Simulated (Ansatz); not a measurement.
Cost and result up the ladder for cis-Zn(OH)2(NH3)4 (ZnN₄O₂H₁₄) (21 atoms). The state is a singlet with charge 0. Geometry: B3LYP-D4/def2-SVP.

```xyz
21

N    -2.043    0.680    0.169
N     0.116   -0.993   -1.936
N    -0.404   -1.930    1.252
N     0.870    2.028   -0.813
O     1.820   -0.978    0.060
O     0.059    1.263    1.632
Zn    0.090    0.028    0.054
H     2.558   -0.580    0.538
H    -2.522    1.368   -0.411
H    -1.697    1.127    1.037
H    -2.706   -0.054    0.416
H     0.649    1.057    2.367
H     0.194   -0.399   -2.760
H    -0.405   -1.831   -2.190
H     1.067   -1.253   -1.615
H     0.612   -1.986    1.032
H    -0.844   -2.836    1.091
H    -0.499   -1.704    2.242
H     0.481    2.788   -1.370
H     1.873    1.985   -0.995
H     0.732    2.222    0.200
```

Ansatz on 4 threads of Arm Neoverse V2 on a shared host. Times are rough, and most runs start from the orbitals of an earlier one. ωB97M-V/def2-TZVP serves as the yardstick here, not as an exact answer. Differences are given only for rows in sets of like size (and for xTB, whose basis is part of the method), since another set adds its own error. Binding counts from free atoms at the same level (N quartet, O triplet, Zn singlet, H doublet; other spins of the atoms weren't run), without zero-point energy or a counterpoise term.

Correlated methods freeze 15 core orbitals. Another isomer (singlet) lies 0.49 eV lower at PBE0-D4/def2-TZVP; other spin states weren't run for this one.

Correlated methods converge slowly with the basis.

```
                         level  functions  binding energy per atom (eV)  difference from ωB97M-V/def2-TZVP (eV)          remarks
             PBE0-D4/def2-TZVP        318                          3.23                                   -0.05                –
              PBE0-D4/def2-SVP        185                          3.25                                       –                –
           r2SCAN-D4/def2-TZVP        318                          3.25                                   -0.03                –
          r2SCANh-D4/def2-TZVP        318                          3.22                                   -0.06                –
               PBE-D4/def2-SVP        185                          3.34                                       –                –
             ωB97M-V/def2-TZVP        318                          3.28                                    0.00                –
PBE-D4/def2-TZVP (with forces)        318                          3.32                                    0.04                –
             BLYP-D4/def2-TZVP        318                          3.28                                    0.00                –
                     HF/STO-3G         62                          2.09                                       –  HOMO above zero
                 MP2/def2-TZVP        318                          3.15                                   -0.13                –
```

(1) Estimate how long each takes.

## Answers

(1) HF/STO-3G 0.85 s; PBE-D4/def2-SVP 2.6 s; PBE0-D4/def2-SVP 3.8 s; BLYP-D4/def2-TZVP 4.2 s; PBE-D4/def2-TZVP (with forces) 5.5 s; r2SCAN-D4/def2-TZVP 8 s; PBE0-D4/def2-TZVP 9 s; MP2/def2-TZVP 9 s; r2SCANh-D4/def2-TZVP 12 s; ωB97M-V/def2-TZVP 22 s. On shared hardware such times vary by a factor of up to 3.
